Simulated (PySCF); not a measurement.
This triplet is an excited state, 0.38 eV above the relaxed singlet at the level PBE-D3(BJ)/def2-TZVP // PBE-D3(BJ)/def2-SVP (PySCF).

Cartesian coordinates (Å):
```xyz
21

Ni     0.0306     0.0398    -0.1938
O      0.1099    -0.9366     1.7066
H      0.3038    -1.8337     2.0441
H     -0.3964    -0.4755     2.4064
O      1.7250     1.0349     0.5599
H      2.5047     1.4197     0.1114
H      2.0607     0.6540     1.3972
O     -1.8732    -0.8292    -0.4636
H     -2.3978    -0.9722    -1.2767
H     -2.2028    -1.4885     0.1792
O     -1.0092     1.4413     1.0396
H     -1.9712     1.6136     0.9918
H     -0.5913     2.2762     1.3336
N      1.0730    -1.4974    -1.1265
H      1.4405    -1.2760    -2.0663
H      0.4937    -2.3424    -1.2604
H      1.8983    -1.8127    -0.5908
N     -0.1455     1.2652    -1.8686
H     -0.5491     0.8282    -2.7134
H      0.7378     1.6923    -2.1923
H     -0.7632     2.0662    -1.6590
```
Charge +2, spin multiplicity 3.

Problem. What spin population on the central atom (Mulliken), highest occupied spin orbital and total energy does TPSSh-D3(BJ)/def2-TZVP // PBE-D3(BJ)/def2-SVP (PySCF) give?

Solution. 
```
Quantity                                                Value
----------------------------------------------  -------------
spin population on the central atom (Mulliken)           1.71
highest occupied spin orbital                       -15.06 eV
total energy                                    -1926.9470 Ha
```
